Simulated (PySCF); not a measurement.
B(H)(OMe)(PH2) (CH6BOP), SMILES COBP. Geometry: B3LYP-D3(BJ)/def2-SVP. Other conformers were not sampled.

These are B3LYP-D3(BJ)/def2-SVP in PySCF 2.14.0 values and carry that method's errors.

Harmonic wavenumbers (cm⁻¹): 100, 159, 225, 317, 421, 537, 616, 799, 850, 956, 1104, 1147, 1171, 1188, 1378, 1465, 1477, 1496, 2388, 2417, 2597, 3016, 3097, 3134. Rotational constants (GHz): 13.23, 3.292, 2.728; symmetry number 1.

Task: Work out the zero-point energy and the ideal-gas rigid-rotor harmonic-oscillator thermochemistry at 298.15 K and 1 atm.

Result: ZPE = ½ Σ hcν = ½ × 32055 cm⁻¹ = 45.82 kcal/mol. H − E(el) = 50.21 kcal/mol. Entropy in cal/(mol K): translation 38.89, rotation 25.41, vibration 11.90, total 76.20. G − E(el) = 27.50 kcal/mol. Cp = 21.80 cal/(mol K). Modes under 150 cm⁻¹ make the vibrational entropy uncertain.
